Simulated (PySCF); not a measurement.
A structure optimised at B3LYP-D3(BJ)/def2-SVP, used in a PySCF frequency run:

```
Ta
O 1 1.7346
O 1 1.9248 2 111.27
H 3 0.9631 1 134.87 2 -6.87
O 1 1.9248 2 111.27 3 122.07
H 5 0.9631 1 134.87 2 6.87
N 1 1.9918 2 104.28 3 -118.96
H 7 1.0175 1 125.39 2 0.00
H 7 1.0191 8 109.81 1 180.00
```

Write its SMILES, formula and point group.

[NH2][Ta](=[O])([OH])[OH], H₄NO₃Ta, Cs

What are its rotational constants (standard atomic weights)?

3.1805, 3.1313, 2.7632 GHz
